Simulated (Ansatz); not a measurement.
GeClH3 (GeH₃Cl), relaxed as a singlet with RKS PBE-D4/def2-TZVP in Ansatz, starting from the GFN2-xTB geometry. Force threshold 0.02 eV/Å.

Start:

```xyz
5

Ge   -0.1025    0.0426    0.0579
Cl    1.6044   -0.6701   -0.9049
H    -1.0059    0.6755   -0.9585
H     0.3072    1.0575    1.0837
H    -0.8032   -1.1055    0.7218
```

```
step  energy (eV)  largest force component (eV/Å)  SCF passes
   1  -69077.0589                           1.569          23
   2  -69077.1778                           0.121          24
   3  -69077.1796                           0.037          26
   4  -69077.1797                           0.020          26
```

Force components are those of the run's own axes.

End:

```xyz
5

Ge   -0.132    0.055    0.075
Cl    1.646   -0.688   -0.929
H    -1.030    0.696   -1.005
H     0.334    1.093    1.118
H    -0.818   -1.156    0.741
```

By distances, no bond broke or formed. The bond that changes most is Ge1–Cl2, from 2.09 to 2.17 Å (atoms count from 1).

No frequencies were taken in this run, so the end may be a saddle point.

Run time 15 s (4 threads of Intel Xeon on a shared host).
